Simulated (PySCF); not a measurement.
## Two-component Hartree-Fock for Ge (germanium, neutral)

Start: [Ar] 3d10 4s2 4p2; 4p1/2 filled at m_j = -1/2, +1/2. Calculated with PySCF 2.14 in x2c-TZVPall-2c (6s7p4d1f, 54 functions): generalised Hartree-Fock with the X2C-1e Hamiltonian and a Gaussian nucleus; one run each with spin-orbit coupling (SO) switched off, then screened by Boettger's factors.

```
spinor shell  electrons  ε, spin-free (eV)  ε, screened SO (eV)  weight of nominal j (screened SO)  rms radius, screened SO (bohr)
       1s1/2          2           -11179.4             -11179.1                              1.000                          0.0542
       2s1/2          2            -1454.0              -1453.9                              1.000                           0.227
       2p1/2          2            -1265.8              -1287.7                              1.000                           0.201
       2p3/2          4            -1265.8              -1255.2                              1.000                           0.204
       3s1/2          2            -201.51              -201.45                              1.000                           0.667
       3p1/2          2            -141.74              -144.86                              0.999                           0.693
       3p3/2          4            -141.74              -140.17                              0.999                           0.704
       3d3/2          4            -43.525              -43.878                              0.990                           0.815
       3d5/2          6            -43.525              -43.210                              0.993                           0.816
       4s1/2          2            -15.449              -15.425                              0.999                            2.35
       4p1/2          2             -7.801               -7.824                              0.549                            3.10
```

```csv
quantity,spin-free,screened SO
E (hartree),-2097.00615,-2097.08586
M_J,0,0
⟨J²⟩,2.011,1.724
⟨L²⟩,2.008,2.012
⟨S²⟩,2.003,1.995
```

The determinant has a definite M_J but mixes levels of different J.

Each row is a mean over spinors that exchange with the open shell spreads, by up to 3.996 eV (4s1/2).

Rows whose weight is well below 1 are mixtures of j = l ± 1/2: exchange outweighs spin-orbit coupling there, and the label is only the starting occupation.

Without spin-orbit coupling the j labels of p, d and f shells carry no meaning; the spin-free column gives the mean over the occupied spinors of each nl shell.
